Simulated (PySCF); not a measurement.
## Calculated NMR parameters of O=C1C[C@@H]2C[C@H](F)[C@H]1C2

```yaml
Formula: C7H9FO
SMILES: O=C1C[C@@H]2C[C@H](F)[C@H]1C2
Point_group_of_the_computed_structure: C1
Degrees_of_unsaturation: 3
Carbon_signals: 7
Proton_signals: 9
```

Structure with atom numbers: `[O:1]=[C:2]1[CH2:3][C@@H:4]2[CH2:5][C@H:6]([F:7])[C@H:8]1[CH2:9]2` (H(Xn): hydrogen on atom n). Ha(C5) is cis to C2 on the ring; Ha(C3), Ha(C9) are cis to C5 on the ring; Hb(C5) is trans to C2 on the ring; Hb(C3), Hb(C9) are trans to C5 on the ring.

Method: shielding tensors at PBE0/pcSseg-1 (GIAO), geometry: PBE0-D3(BJ)/def2-SVP, in PySCF 2.14 (one computed conformer, isolated molecule, relativity neglected).

Chemical shifts δ = σref − σ; ¹H, ¹³C vs TMS; CFCl3 for ¹⁹F; ¹⁷O against H2O, all at this level.

```tsv
carbon	δC, type	δH (multiplicity)	HMBC from (2–3 bonds)	span of the C tensor (ppm)
C2	212.9, C	–	H(C6), H(C8), H(C4), Hb(C3), Ha(C3), Hb(C9), Ha(C9)	189
C3	46.2, CH2	Ha(C3) 1.95 (m); Hb(C3) 2.16 (m)	H(C8), H(C4), Hb(C5), Ha(C5), Hb(C9), Ha(C9)	26
C4	36.0, CH	2.27 (m)	H(C6), H(C8), Hb(C3), Hb(C5), Ha(C3), Ha(C5), Hb(C9), Ha(C9)	26
C5	39.6, CH2	Hb(C5) 2.10 (m); Ha(C5) 1.52 (m)	H(C6), H(C8), H(C4), Hb(C3), Ha(C3), Hb(C9), Ha(C9)	30
C6	92.8, CH	5.04 (m)	H(C8), H(C4), Hb(C5), Ha(C5), Hb(C9), Ha(C9)	98
C8	57.7, CH	2.47 (m)	H(C6), H(C4), Hb(C3), Hb(C5), Ha(C3), Ha(C5), Hb(C9), Ha(C9)	29
C9	38.0, CH2	Hb(C9) 1.44 (m); Ha(C9) 1.40 (m)	H(C6), H(C8), H(C4), Hb(C3), Hb(C5), Ha(C3), Ha(C5)	31
```

Other nuclei:
```json
{"atoms": "F7", "nucleus": "¹⁹F", "environment": "fluorine on an sp3 carbon", "δ (ppm)": "-195.1", "σ (ppm)": "372.3"}
{"atoms": "O1", "nucleus": "¹⁷O", "environment": "ketone oxygen", "δ (ppm)": "669.5", "σ (ppm)": "-334.9"}
```

Carbon types of the structure: 1 × C, 3 × CH, 3 × CH2, which accounts for all hydrogens. δC 212.9: ketone carbonyl carbon; low-lying n→π* states of the double bond to the heteroatom give a large paramagnetic term (-276 ppm). δC 92.8: sp3 CH bonded to F; pulled downfield by the heteroatom. δC 57.7: sp3 CH α to a carbonyl; the adjacent C=O deshields it moderately. δC 46.2: sp3 CH2 α to a carbonyl; α to the electron-withdrawing carbonyl group. δC 39.6, 38.0: sp3 CH2 in a ring; a saturated carbon with 2 carbon neighbours and no heteroatom attached.

Splittings by ¹⁹F in the carbon and heteronuclear signals aren't shown, as no couplings were computed. Shifts are as computed. Against solution values, carbons near 30 ppm lie about +2 ppm off and those near 130 ppm about +5 ppm. Of 1211 compounds with measured shifts, 218 miss one by over three times the rms of a fit or turn the order of signals round; such compounds aren't used in these exercises. Unscaled 19F shifts against computed CFCl3 carry errors that often reach 10 to 50 ppm. Unscaled 17O shifts of doubly bonded oxygen tend to come out too high, by tens of ppm or more. Experimental scales use liquid or dissolved standards, which lie at an offset from isolated H2O (liquid H2O: subtract about 36 ppm). Multiplicities follow the n + 1 count of equivalent neighbours, as no J values were calculated; m marks all less simple cases, F and P coupling included.
